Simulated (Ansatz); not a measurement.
`C[N](C)[Hf]([F])([Cl])[Cl]` and `[F][Hf]([F])([Cl])[Cl]` differ in one atom or group.

Ansatz, PBE0-D4/def2-TZVP geometries, multiplicity 1. Each molecule was computed in one conformer, which needn't be the lowest.

Elements past krypton have def2 core potentials.

```tsv
property	`C[N](C)[Hf]([F])([Cl])[Cl]`
HOMO energy (PBE/def2-TZVPP) / eV	-5.99
HOMO–LUMO gap (PBE0/def2-TZVPP) / eV	6.20
zero-point energy (PBE0-D4/def2-TZVP) / kJ/mol	225.4
HOMO energy (PBE0/def2-TZVPP) / eV	-7.25
size of the dipole moment (B3LYP/def2-TZVPP) / D	3.18
LUMO energy (PBE/def2-TZVPP) / eV	-1.94
```

Problem. What does the change do to each property? (Best estimate.)

Solution. Ansatz gave: 
| property | `[F][Hf]([F])([Cl])[Cl]` | shift |
| --- | --- | --- |
| HOMO energy (PBE/def2-TZVPP) / eV | -8.38 | -2.39 |
| HOMO–LUMO gap (PBE0/def2-TZVPP) / eV | 8.21 | 2.01 |
| zero-point energy (PBE0-D4/def2-TZVP) / kJ/mol | 16.7 | -208.7 |
| HOMO energy (PBE0/def2-TZVPP) / eV | -9.82 | -2.57 |
| size of the dipole moment (B3LYP/def2-TZVPP) / D | 0.08 | -3.10 |
| LUMO energy (PBE/def2-TZVPP) / eV | -2.43 | -0.49 |

With PBE0 the HOMO falls by 2.57 eV and the LUMO falls by 0.56 eV, so the gap widens by about 2.01 eV. PBE moves the HOMO by -2.39 eV and ωB97M-V by -2.57 eV. The zero-point energy changes by -208.7 kJ/mol with -24 modes. Dipoles are sizes alone; their direction can turn.

B3LYP here is the variant with VWN-RPA as its local correlation; programs differ in this.
